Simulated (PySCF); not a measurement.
# Excited states of Pr(41+) (praseodymium, charge +41)

Ground state [Ar], ¹S. Calculation: PySCF 2.14, in an even-tempered Gaussian basis (20 s from 1.28 bohr⁻², ratio 2.5; 14 p from 1.6 bohr⁻², ratio 2.5; 6 d from 2.34 bohr⁻², ratio 2.7; 3 f from 68 bohr⁻², ratio 2.7); scalar relativity by spin-free X2C-1e. Vertical excitation energies in eV without spin-orbit coupling; excited terms of each kind are numbered among those the solver found.

| term | leading excitation | TDA-PBE |
| --- | --- | --- |
| 1 3P° | 3p → d | 234.94 |
| 1 3F° | 3p → d | 237.15 |
| 1 1D° | 3p → d | 247.35 |
| 1 3D° | 3p → d | 247.35 |
| 1 1F° | 3p → d | 250.56 |
| 1 1P° | 3p → d | 304.39 |
| 1 3D | 3s → d | 452.36 |
| 1 1D | 3s → d | 468.22 |
| 1 3S | 3p → p | 1530.6 |
| 2 3D | 3p → p | 1534.1 |
| 1 1P | 3p → p | 1537.0 |
| 2 1D | 3p → p | 1537.3 |

Where a singlet and its triplet coincide, the exchange integral that splits them vanishes by symmetry for a single excitation; correlation beyond this level separates them.

Oscillator strength of the first ¹S → ¹P° line: TDA-PBE 1.33.

The spin-orbit splitting of the hole, absent here, rivals or exceeds the spacing of these terms, so the LS terms are model states.

The solver can miss terms.
